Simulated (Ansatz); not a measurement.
C3H10AlN can be A, `NCC[CH2][AlH2]`, or B, `CN(C)[CH2][AlH2]`.

Isolated molecules relaxed with PBE0-D4/def2-TZVP in Ansatz; ΔE leaves out vibrations. CBS: MP2 limit from def2 TZ/QZ plus the TZ coupled-cluster correction, frozen cores. DFT in def2-TZVPP. B3LYP here is the variant with VWN-RPA as its local correlation; programs differ in this. Each species was taken in one conformer, which may not be the lowest.

A:

Z-matrix (Å, degrees):
```
C
C 1 1.518
N 1 1.437 2 112.7
H 1 1.095 2 109.6 3 -121.4
H 1 1.128 2 108.0 3 124.8
C 2 1.531 1 110.4 3 -176.4
H 2 1.095 1 108.8 3 59.0
H 2 1.097 1 108.3 3 -56.3
H 3 1.012 1 111.4 2 61.4
H 3 1.011 1 112.3 2 -177.0
Al 6 1.966 2 105.5 1 48.7
H 6 1.094 2 110.6 1 170.9
H 6 1.095 2 110.4 1 -71.4
H 11 1.592 6 123.1 2 -122.9
H 11 1.595 6 117.9 2 57.9
```

B:

```xyz
15

C    -1.0053   -0.4584    0.9286
N    -0.4613    0.3791   -0.1106
C    -1.3182    0.3794   -1.2735
C     0.9020    0.0066   -0.4402
Al    2.2176    0.2450    1.0025
H    -1.0512   -1.5258    0.6379
H    -2.0181   -0.1360    1.1808
H    -0.3978   -0.3782    1.8352
H    -1.4022   -0.6208   -1.7384
H    -0.9240    1.0670   -2.0248
H    -2.3225    0.7131   -1.0000
H     0.9661   -1.0207   -0.8606
H     1.2565    0.6545   -1.2562
H     1.8325    0.8571    2.4170
H     3.7259   -0.1619    0.7024
```

Which isomer does CCSD(T)/CBS put lower? Give the gap. (Best estimate.)

The calculation gave: A, by 13.1 kcal/mol.

Give E(B) − E(A) in kcal/mol with B3LYP, B3LYP-D4, MP2/def2-TZVPP, PBE0-D4, CCSD/def2-TZVPP, HF/def2-TZVPP, r2SCAN-D4. (Best estimate.)

Computed: B3LYP 11.9, B3LYP-D4 11.6, MP2/def2-TZVPP 12.7, PBE0-D4 13.5, CCSD/def2-TZVPP 12.6, HF/def2-TZVPP 11.8, r2SCAN-D4 13.6. None reverses the order clearly.

Largest T1 diagnostic: 0.010.

In def2-TZVPP, CCSD(T) changes the Hartree–Fock value by +0.7 kcal/mol (the triples alone add −0.1 kcal/mol) and MP2 by +0.9 kcal/mol.
